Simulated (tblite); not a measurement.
Compound: C3H10O2Si2.
Bonds: C1–O2, O2–Si3, Si3–Si4, Si4–C5, C5–O6, O6–C7, Si4–C7. Hydrogens: H8, H9, H10 on C1; H11, H12 on Si3; H13 on Si4; H14, H15 on C5; H16, H17 on C7.

Computed geometry: GFN2-xTB, gas phase.

Problem. List the bond lengths, angles and torsions at this level.

Solution. 
```json
{"bond": "C1–O2", "length (bohr)": "2.635", "order": "single"}
{"bond": "O2–Si3", "length (bohr)": "3.068", "order": "single"}
{"bond": "Si3–Si4", "length (bohr)": "4.335", "order": "single"}
{"bond": "Si4–C5, Si4–C7", "length (bohr)": "3.643", "order": "single"}
{"bond": "C5–O6, O6–C7", "length (bohr)": "2.706", "order": "single"}
{"bond": "C1–H8, C1–H9, C1–H10", "length (bohr)": "2.063", "order": "single"}
{"bond": "Si3–H11, Si3–H12", "length (bohr)": "2.787", "order": "single"}
{"bond": "Si4–H13", "length (bohr)": "2.793", "order": "single"}
{"bond": "C5–H14, C7–H17", "length (bohr)": "2.068", "order": "single"}
{"bond": "C5–H15, C7–H16", "length (bohr)": "2.067", "order": "single"}
```

Bonds in one row agree within 0.02 bohr and their mean is given. Orders are formal, as drawn. A selection of angles:
```json
{"angle": "O2–C1–H8", "degrees": "110.7"}
{"angle": "O2–C1–H9", "degrees": "108.2"}
{"angle": "H8–C1–H9", "degrees": "109.3"}
{"angle": "C1–O2–Si3", "degrees": "128.3"}
{"angle": "O2–Si3–Si4", "degrees": "97.8"}
{"angle": "O2–Si3–H11", "degrees": "110.2"}
{"angle": "Si4–Si3–H11", "degrees": "117.1"}
{"angle": "H11–Si3–H12", "degrees": "104.1"}
{"angle": "Si3–Si4–C5", "degrees": "115.8"}
{"angle": "Si3–Si4–H13", "degrees": "122.1"}
{"angle": "C5–Si4–C7", "degrees": "71.2"}
{"angle": "C5–Si4–H13", "degrees": "110.4"}
{"angle": "Si4–C5–O6", "degrees": "92.5"}
{"angle": "Si4–C5–H14", "degrees": "116.9"}
{"angle": "Si4–C5–H15", "degrees": "118.7"}
{"angle": "O6–C5–H14", "degrees": "109.9"}
{"angle": "O6–C5–H15", "degrees": "109.6"}
{"angle": "H14–C5–H15", "degrees": "107.9"}
{"angle": "C5–O6–C7", "degrees": "103.1"}
```

Dihedral angles: C1–O2–Si3–Si4 -179° (antiperiplanar); O2–Si3–Si4–C5 140° (anticlinal); Si3–Si4–C5–O6 105° (anticlinal); Si4–C5–O6–C7 7° (synperiplanar); C5–O6–C7–Si4 -7° (synperiplanar); Si3–Si4–C7–O6 -105° (anticlinal).

O6 (cyclic ether oxygen) is bent (angle 103.1°). Si3 (oxygen-bound silicon) is distorted tetrahedral (angles from 97.8° to 117.2°). Si4 (SiH silicon) has angles from 71.2° to 122.1°. The 4-membered ring Si4–C5–O6–C7 has internal angles of 71.2° to 103.1° (sum 359°, against 360° for a flat polygon); it is slightly puckered (a soft mode that the optimisation may not have finished), 0.04 Å rms from its mean plane, widest ring torsion 7°. The 3 C–O bonds span 1.394 Å (C1–O2, drawn single) to 1.432 Å (C5–O6, drawn single), a spread of 0.038 Å.

Point group: Cs (tolerance 0.08 Å). Its GFN2-xTB frequencies are all real (lowest 26 cm⁻¹). One conformer, not necessarily the lowest.
